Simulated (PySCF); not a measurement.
CH5FO2Si2, SMILES O=CO[SiH2][SiH2]F.

Coordinates come from a B3LYP-D3(BJ)/def2-SVP optimisation. The structure was generated by enumeration, and PubChem lists no compound with its InChIKey, so it may never have been made. The values are those of a single conformer.

Calculation: B3LYP-D3(BJ)/def2-SVP in PySCF.

Frequencies are harmonic and unscaled.

```json
[
 {"mode": "1", "ν (cm⁻¹)": "14", "IR (km/mol)": "1.0", "moving atoms (share of kinetic energy)": "O 61 %, H 13 %, Si 13 %, F 9 %"},
 {"mode": "2", "ν (cm⁻¹)": "87", "IR (km/mol)": "0.4", "moving atoms (share of kinetic energy)": "F 48 %, O 28 %, Si 10 %, H 10 %"},
 {"mode": "3", "ν (cm⁻¹)": "116", "IR (km/mol)": "2.9", "moving atoms (share of kinetic energy)": "Si 36 %, O 27 %, H 17 %, C 10 %, F 8 %"},
 {"mode": "4", "ν (cm⁻¹)": "166", "IR (km/mol)": "9.1", "moving atoms (share of kinetic energy)": "F 52 %, Si 27 %, H 13 %"},
 {"mode": "5", "ν (cm⁻¹)": "201", "IR (km/mol)": "10.1", "moving atoms (share of kinetic energy)": "O 50 %, Si 27 %, H 16 %"},
 {"mode": "6", "ν (cm⁻¹)": "273", "IR (km/mol)": "23.5", "moving atoms (share of kinetic energy)": "O 40 %, H 35 %, C 19 %"},
 {"mode": "7", "ν (cm⁻¹)": "407", "IR (km/mol)": "13.9", "moving atoms (share of kinetic energy)": "Si 72 %, H 23 %"},
 {"mode": "8", "ν (cm⁻¹)": "471", "IR (km/mol)": "36.0", "moving atoms (share of kinetic energy)": "H 73 %, Si 21 %"},
 {"mode": "9", "ν (cm⁻¹)": "547", "IR (km/mol)": "16.0", "moving atoms (share of kinetic energy)": "H 67 %, Si 30 %"},
 {"mode": "10", "ν (cm⁻¹)": "691", "IR (km/mol)": "33.9", "moving atoms (share of kinetic energy)": "Si 39 %, O 36 %, C 13 %, H 12 %"},
 {"mode": "11", "ν (cm⁻¹)": "719", "IR (km/mol)": "18.8", "moving atoms (share of kinetic energy)": "H 73 %, O 21 %"},
 {"mode": "12", "ν (cm⁻¹)": "735", "IR (km/mol)": "22.5", "moving atoms (share of kinetic energy)": "H 85 %"},
 {"mode": "13", "ν (cm⁻¹)": "782", "IR (km/mol)": "22.2", "moving atoms (share of kinetic energy)": "H 44 %, O 42 %, C 9 %"},
 {"mode": "14", "ν (cm⁻¹)": "839", "IR (km/mol)": "369.9", "moving atoms (share of kinetic energy)": "H 67 %, O 15 %, Si 8 %, C 8 %"},
 {"mode": "15", "ν (cm⁻¹)": "861", "IR (km/mol)": "15.1", "moving atoms (share of kinetic energy)": "F 46 %, H 38 %, Si 16 %"},
 {"mode": "16", "ν (cm⁻¹)": "914", "IR (km/mol)": "206.9", "moving atoms (share of kinetic energy)": "H 77 %, Si 15 %"},
 {"mode": "17", "ν (cm⁻¹)": "948", "IR (km/mol)": "65.3", "moving atoms (share of kinetic energy)": "H 70 %, Si 21 %, F 9 %"},
 {"mode": "18", "ν (cm⁻¹)": "964", "IR (km/mol)": "72.4", "moving atoms (share of kinetic energy)": "H 93 %"},
 {"mode": "19", "ν (cm⁻¹)": "1049", "IR (km/mol)": "0.1", "moving atoms (share of kinetic energy)": "H 57 %, C 38 %"},
 {"mode": "20", "ν (cm⁻¹)": "1246", "IR (km/mol)": "338.1", "moving atoms (share of kinetic energy)": "O 48 %, C 43 %, H 8 %"},
 {"mode": "21", "ν (cm⁻¹)": "1391", "IR (km/mol)": "4.4", "moving atoms (share of kinetic energy)": "H 87 %"},
 {"mode": "22", "ν (cm⁻¹)": "1811", "IR (km/mol)": "254.8", "moving atoms (share of kinetic energy)": "C 59 %, O 38 %"},
 {"mode": "23", "ν (cm⁻¹)": "2205", "IR (km/mol)": "130.2", "moving atoms (share of kinetic energy)": "H 97 %"},
 {"mode": "24", "ν (cm⁻¹)": "2234", "IR (km/mol)": "77.5", "moving atoms (share of kinetic energy)": "H 97 %"},
 {"mode": "25", "ν (cm⁻¹)": "2247", "IR (km/mol)": "99.9", "moving atoms (share of kinetic energy)": "H 96 %"},
 {"mode": "26", "ν (cm⁻¹)": "2251", "IR (km/mol)": "99.6", "moving atoms (share of kinetic energy)": "H 96 %"},
 {"mode": "27", "ν (cm⁻¹)": "3044", "IR (km/mol)": "68.8", "moving atoms (share of kinetic energy)": "H 92 %, C 8 %"}
]
```
